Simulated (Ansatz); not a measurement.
The same path of a periodic cell of 17 atoms, TiSi16 (host Si, host structure diamond, interstitial Ti) was run twice with different band settings. Lost on the way: Si1–Ti17, Si2–Ti17, Si4–Ti17, Si6–Ti17. Made: Si3–Ti17, Si5–Ti17, Si7–Ti17, Si8–Ti17.

Theory: DFT PBE-D3(BJ), scalar-relativistic, plane waves, PAW in Ansatz. Settings: PAW set soft_1, cutoff 420 eV, k mesh 2x2x2, fermi-dirac smearing 0.02 eV, no spin polarisation.

Relaxed end points:

```xyz
17
Lattice="0.0000 5.4300 5.4300 5.4300 0.0000 5.4300 5.4300 5.4300 0.0000" Properties=species:S:1:pos:R:3
Si 0.040 -0.048 -0.047
Si 1.386 1.355 1.356
Si 2.692 2.730 -0.016
Si 4.067 4.035 1.356
Si 2.692 -0.018 2.731
Si 4.067 1.355 4.036
Si 5.440 2.730 2.731
Si 6.780 4.071 4.073
Si 0.038 2.759 2.760
Si 1.354 4.070 4.070
Si 2.666 5.385 2.759
Si 4.066 6.787 4.108
Si 2.665 2.759 5.385
Si 4.066 4.107 6.788
Si 5.439 5.413 5.414
Si 6.747 6.787 6.787
Ti 9.498 6.786 6.786
```

```xyz
17
Lattice="0.0000 5.4300 5.4300 5.4300 0.0000 5.4300 5.4300 5.4300 0.0000" Properties=species:S:1:pos:R:3
Si 0.004 0.004 -0.001
Si 1.346 1.345 1.341
Si 2.719 2.719 0.036
Si 4.093 4.093 1.342
Si 2.718 0.040 2.717
Si 4.093 1.346 4.088
Si 5.399 2.721 2.716
Si 6.746 4.123 4.119
Si 0.040 2.717 2.716
Si 1.347 4.092 4.088
Si 2.721 5.399 2.716
Si 4.123 6.745 4.119
Si 2.719 2.719 5.394
Si 4.120 4.119 6.744
Si 5.434 5.434 5.435
Si 6.749 6.748 6.744
Ti 8.149 8.149 8.148
```

Common settings: movable images 3; climbing image yes; force threshold 0.05 eV/Å; end points relaxed.

| run | spring | optimiser | start path | iteration limit |
| --- | --- | --- | --- | --- |
| 1 | 5.0 eV/Å² | quadratic models (default) | IDPP | 80 |
| 2 | 0.05 eV/Å² | fire | default | 50 |

Question: What does each run give, and how far can it be trusted?

Answer: Run 1: converged after 6 iterations, highest image 1.710 eV above the first end. Neighbouring images differ by up to 1.2 eV, so the band resolves the path poorly. By the program's own check the climbing image is of a kind that is not told: the force calls were inconclusive, a negative curvature could not be distinguished from the path's own, the only one lies far off the path, or fixed occupations may fill a level only in part (lowest curvatures found: -4.31 and 0.07 eV/Å²).
Run 2: converged after 34 iterations, highest image 1.729 eV above the first end. The order of the stationary point at the top wasn't checked.
Limits of this set-up: coarse k mesh.
